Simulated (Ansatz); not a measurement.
Geometry optimisation, RKS PBE-D4/def2-SVP (Ansatz).

The input (input.yaml):

```yaml
crystal:
  periodic: [false, false, false]
  atoms:
    - { symbol: Zr, position_ang: [0.421344, 0.325521, -0.50168] }
    - { symbol: Cl, position_ang: [-1.149048, 0.225965, 2.870666] }
    - { symbol: Cl, position_ang: [1.818255, 0.06078, -2.41044] }
    - { symbol: O, position_ang: [-1.116977, 1.39705, -0.900557] }
    - { symbol: H, position_ang: [-2.011483, 1.749748, -1.006548] }
    - { symbol: O, position_ang: [-0.074579, -1.42026, 0.150818] }
    - { symbol: H, position_ang: [-0.541311, -1.756068, 0.935006] }
    - { symbol: O, position_ang: [1.445075, 1.293181, 0.963901] }
    - { symbol: H, position_ang: [2.379811, 1.372484, 1.21461] }
    - { symbol: H, position_ang: [0.024812, 0.800999, 2.568423] }
basis:
  gaussian: { orbitals: def2-SVP }
hamiltonian:
  xc: pbe
  dispersion: d4
relax:
  f_tol: 0.03
  max_steps: 50
output:
  orbitals: {}
```

Launched with:

```bash
$ ansatz run input.yaml --threads 4 --pin off --max-ram 5120MiB --backend cpu --events-out ev --progress --plain --runs-dir out
```

Task: Where does it end, and by what steps?

Result: The forces met the threshold. After 36 steps the energy has fallen by 0.995 eV; Cl3 moved furthest, 1.71 Å. Parted: Cl2–H10 (1.34 → 2.50 Å). Joined: Zr1–Cl2 (3.72 → 2.44 Å), O8–H10 (2.20 → 0.98 Å).

| step | energy less start (eV) | largest force component (eV/Å) | accepted |
| --- | --- | --- | --- |
| 0 | 0.0000 | 0.811 | yes |
| 2 | -0.1366 | 0.520 | yes |
| 4 | -0.1548 | 0.102 | yes |
| 6 | -0.1615 | 0.363 | yes |
| 8 | -0.1698 | 0.173 | yes |
| 10 | -0.1740 | 0.135 | yes |
| 12 | -0.1779 | 0.090 | yes |
| 14 | -0.1828 | 0.078 | yes |
| 16 | -0.1973 | 1.189 | yes |
| 18 | -0.4622 | 1.801 | yes |
| 20 | -0.7732 | 1.118 | yes |
| 22 | -0.8176 | 0.331 | yes |
| 24 | -0.8391 | 0.302 | yes |
| 26 | -0.8708 | 0.281 | yes |
| 28 | -0.9464 | 0.446 | yes |
| 30 | -0.9621 | 0.860 | no |
| 32 | -0.9901 | 0.071 | yes |
| 34 | -0.9943 | 0.124 | yes |
| 36 | -0.9948 | 0.028 | yes |

```xyz
10
Properties=species:S:1:pos:R:3
Zr -0.066 0.107 0.268
Cl -0.426 0.004 2.675
Cl 2.122 -0.218 -0.749
O -1.192 1.366 -0.653
H -1.961 1.473 -1.234
O -0.813 -1.593 -0.176
H -1.066 -2.518 -0.302
O 1.234 1.909 1.122
H 2.154 1.718 0.836
H 1.210 1.801 2.098
```

The run took 68 s on 4 threads of Arm Neoverse V2, with other jobs on the host, peak memory 0.2 GiB.
